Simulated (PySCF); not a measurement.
Spectrum to structure. Theory: TDDFT PBE0/def2-SVPD, vertical, gas phase, core orbitals frozen in the response (PySCF). Geometries: GFN2-xTB, one conformer each.

```
state  ν̃ (cm⁻¹)       f     main configurations (H = HOMO, L = LUMO)
   S1      38610  0.0001                                    H→L (97%)
   S2      45650  0.0002                                  H-2→L (95%)
   S3      47810   0.161                                  H-1→L (79%)
   S4      56860  0.0009  H-1→L+1 (41%), H-1→L+3 (39%), H-1→L+2 (11%)
   S5      58560   0.030                     H→L+1 (52%), H-3→L (32%)
   S6      59860  0.0067        H-3→L (34%), H→L+1 (28%), H→L+2 (24%)
```

**Question.** Which candidate is it? All have the formula C6H8O2.
A. `O=C1C=C[C@H](O)CC1`
B. `CC[C@H]1C=COC1=O`
C. `C=CCC(=O)OC=C`
D. `CO/C=C1C=C/1OC`
E. `CC(C)C#CC(=O)O`

**Answer.** E. Its S1 lies at 4.79 eV; the nearest of the others has S1 at 4.33 eV. S1 is HOMO→LUMO (97%). Löwdin shares by element: HOMO carbon 52% or more, oxygen 33%; LUMO carbon 58% or more, oxygen 21% or more (atoms not listed hold the other 21%). At the same level the other candidates give, for their lowest levels:
- `CO/C=C1C=C/1OC`: 4.33 eV (f 0.032); 4.55 eV (f 0.000); 5.10 eV (f 0.011); 5.31 eV (f 0.002); 5.52 eV (f 0.000); T1 3.20 eV; HOMO -5.05, LUMO 0.33 eV
- `C=CCC(=O)OC=C`: 5.78 eV (f 0.001); 6.23 eV (f 0.269); 6.41 eV (f 0.111); 6.95 eV (f 0.012); 7.17 eV (f 0.029); T1 4.23 eV; HOMO -7.52, LUMO -0.55 eV
- `O=C1C=C[C@H](O)CC1`: 3.65 eV (f 0.000); 5.39 eV (f 0.083); 6.32 eV (f 0.006); 6.35 eV (f 0.238); 6.48 eV (f 0.001); T1 3.14 eV; HOMO -7.29, LUMO -1.71 eV
- `CC[C@H]1C=COC1=O`: 5.41 eV (f 0.002); 5.63 eV (f 0.068); 6.83 eV (f 0.025); 7.08 eV (f 0.006); 7.10 eV (f 0.082); T1 4.01 eV; HOMO -7.33, LUMO -0.68 eV

Conformer computed: `[CH3:1][CH:2]([CH3:3])[C:4]#[C:5][C:6](=[O:7])[OH:8]`: H–O8–C6–C5 180°.
Triplets come from the Tamm–Dancoff approximation.
